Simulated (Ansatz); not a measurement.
Basis-set series for C3H8Ge (`C[CH2][Ge][CH3]`). The species carries charge 0 and has multiplicity 1. Geometry: relaxed with PBE0-D4/def2-TZVP. It is one conformer, not always the lowest.

| functional | basis | functions | energy (Eh) | HOMO (eV) | LUMO (eV) |
| --- | --- | --- | --- | --- | --- |
| PBE0-D4 | def2-SVP | 114 | -2195.34863 | -5.89 | -2.14 |
| PBE0-D4 | def2-TZVPP | 253 | -2195.74135 | -5.92 | -2.16 |
| ωB97M-V | def2-SVP | 114 | -2195.55524 | -8.00 | -0.18 |
| ωB97M-V | def2-TZVPP | 253 | -2195.95613 | -8.03 | -0.22 |

Q: Give the rows for def2-QZVPP. (An estimate is asked.)

A: Computed: 
```json
{"functional": "PBE0-D4", "basis": "def2-QZVPP", "functions": "500", "energy (Eh)": "-2195.79320", "HOMO (eV)": "-5.96", "LUMO (eV)": "-2.22"}
{"functional": "ωB97M-V", "basis": "def2-QZVPP", "functions": "500", "energy (Eh)": "-2196.00686", "HOMO (eV)": "-8.07", "LUMO (eV)": "-0.35"}
```

Scalar relativity is left out up to krypton.
